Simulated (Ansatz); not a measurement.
Compare A (`F[SiH2]C[SiH3]`) with its isomer B (`C[SiH](F)[SiH3]`).

Isolated molecules relaxed with PBE0-D4/def2-TZVP in Ansatz; ΔE leaves out vibrations. CCSD(T)/CBS is the MP2 limit (def2-TZVPP, def2-QZVPP) plus CCSD(T) − MP2 in def2-TZVPP, frozen cores. Functionals use def2-TZVPP. B3LYP here is the variant with VWN-RPA as its local correlation; programs differ in this. Each species was taken in one conformer, which may not be the lowest.

A:

Z-matrix (Å, degrees):
```
Si
C 1 1.852
F 1 1.604 2 109.9
H 1 1.484 2 111.0 3 118.5
H 1 1.484 2 111.0 3 -118.5
Si 2 1.876 1 114.8 3 179.8
H 2 1.096 1 108.9 3 -58.6
H 2 1.096 1 108.9 3 58.1
H 6 1.487 2 110.3 1 59.9
H 6 1.486 2 110.5 1 180.0
H 6 1.487 2 110.3 1 -59.9
```

B:

Z-matrix (Å, degrees):
```
C
Si 1 1.860
H 1 1.092 2 111.3
H 1 1.094 2 110.0 3 -119.9
H 1 1.093 2 110.6 3 120.7
F 2 1.611 1 108.7 3 -62.3
Si 2 2.346 1 112.5 3 57.7
H 2 1.489 1 110.1 3 -178.9
H 7 1.487 2 111.3 1 -179.0
H 7 1.488 2 110.7 1 -57.7
H 7 1.490 2 108.9 1 61.3
```

(1) Which is lower in electronic energy at CCSD(T)/CBS, and by how much? (Estimate.)

(2) Give E(B) − E(A) in kJ/mol with LDA (SPW92), B3LYP, BLYP-D4, PBE0-D4, B2PLYP, HF/def2-TZVPP, CCSD(T)/def2-SVP. (An estimate is asked.)

(3) Does the order hold for the free energy at 298.15 K (harmonic terms from PBE0-D4)? (An estimate is asked.)

Largest T1 diagnostic: 0.012.

## Answers

(1) Computed: A, by 11.1 kJ/mol.

(2) Computed: LDA (SPW92) -1.2, B3LYP 4.3, BLYP-D4 2.0, PBE0-D4 0.5, B2PLYP 9.8, HF/def2-TZVPP 16.0, CCSD(T)/def2-SVP 10.9. The order is the other way round with LDA (SPW92).

(3) Computed: Yes: G(B) − G(A) = +14.6 kJ/mol, for one conformer each. Modes under 60 cm⁻¹, often nearly free rotors, make the harmonic entropy too high.

Leaving LDA and LC-ωPBE aside and taking each functional with its dispersion term where it has one, the values, not all of them listed here, spread over 18.2 kJ/mol, from PBE-D4 to ωB97M-V. LDA lies +3.9 kJ/mol from PBE without D4. From PBE to PBE0 (25 % exact exchange), in def2-TZVPP and without D4, E(B) − E(A) moves by +5.2 kJ/mol.
